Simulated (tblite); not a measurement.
A tight-binding relaxation on `C1(CCC1)C[SiH2]SBB`.

Computed with GFN2-xTB geometry optimisation, gas phase (tblite 0.8.0). Start geometry: from a force field or distance geometry. The command runs a driver script over a list of jobs; the input below is this job's line of settings and its coordinates in Å.

Command:
```bash
OMP_NUM_THREADS=1 python probes_run.py task.json out
```

Input:
```
{"job": {"kind": "relax", "xc": "GFN2-xTB", "basis": "xTB"}, "charge": 0, "multiplicity": 1}
B      5.565400     0.498000     0.551100
B      4.305800     0.022700    -0.437000
S      2.698100     0.938000    -0.257100
Si     1.067800    -0.362900     0.270000
C     -0.409800     0.106800    -0.726700
C     -1.645600     0.393200     0.088600
C     -2.847300     0.788500    -0.741200
C     -3.673800    -0.020000     0.241700
C     -2.421400    -0.836500     0.508500
H      6.461700     1.054800     0.046800
H      5.745600    -0.137300     1.533700
H      4.303600    -1.085800    -0.905700
H      1.406600    -1.784400     0.109800
H      0.697500    -0.206000     1.705000
H     -0.152200     1.096500    -1.220400
H     -0.630700    -0.619500    -1.539100
H     -1.459600     1.049200     0.988700
H     -2.821800     0.298500    -1.728000
H     -3.073600     1.873300    -0.733700
H     -4.499800    -0.594500    -0.226500
H     -3.957100     0.601100     1.111100
H     -2.295900    -1.117000     1.573000
H     -2.368400    -1.656900    -0.202300
```

Output:
```
step      E/eV     max force
  0    -687.16303    2.130
  1    -687.43933    1.177
  2    -687.61195    0.928
  3    -687.73766    0.703
  4    -687.79241    0.425
  5    -687.82135    0.408
  6    -687.84361    0.359
  7    -687.86192    0.313
  8    -687.87733    0.342
  9    -687.89131    0.280
... (232 lines left out)
242    -688.22018    0.033
243    -688.22038    0.034
244    -688.22060    0.043
245    -688.22086    0.034
246    -688.22111    0.030
247    -688.22122    0.026
248    -688.22133    0.022
249    -688.22144    0.023
250    -688.22151    0.015
251    -688.22154    0.008
```

«max force» is the largest atomic force in eV/Å.

Problem. From which step on does the largest force stay under 0.1 eV/Å, and how much energy is left to gain from there?

Solution. From step 103 (0.084 eV/Å), 59.2 meV above the end.

Summary of the converged run: energy lowered by 24.4 kcal/mol over 251 steps; largest atomic force 0.008 eV/Å at the end.

Problem. Where do the atoms end?

Solution. 1.017 Å rms from the input after alignment:
```
atom  x, y, z in Å
B1     5.6989   -0.0838   -0.1242
B2     4.1324   -0.2004    0.3236
S3     2.8090    0.4925   -0.6479
Si4    1.0291    0.0255    0.5007
C5    -0.4195    0.7360   -0.4874
C6    -1.7493    0.4908    0.2005
C7    -3.0259    0.8394   -0.5907
C8    -3.6126   -0.5300   -0.2178
C9    -2.2292   -0.9676    0.2871
H10    6.2350   -0.8953   -0.7806
H11    6.3844    0.8062    0.2152
H12    3.7893   -0.7426    1.3127
H13    0.9670   -1.4288    0.6504
H14    1.1642    0.6557    1.8152
H15   -0.2824    1.8106   -0.6307
H16   -0.4435    0.2930   -1.4858
H17   -1.7476    0.9675    1.1826
H18   -2.8360    0.9400   -1.6578
H19   -3.5818    1.7102   -0.2491
H20   -4.0273   -1.1115   -1.0386
H21   -4.3518   -0.4683    0.5784
H22   -2.1974   -1.4266    1.2728
H23   -1.7097   -1.6126   -0.4185
```

Hardware: Intel Xeon at 2.50 GHz, one thread, no GPU, on a shared host. Cost: 8.4 s wall.
Labels such as C1 count atoms from 1, the log's own numbers from 0.
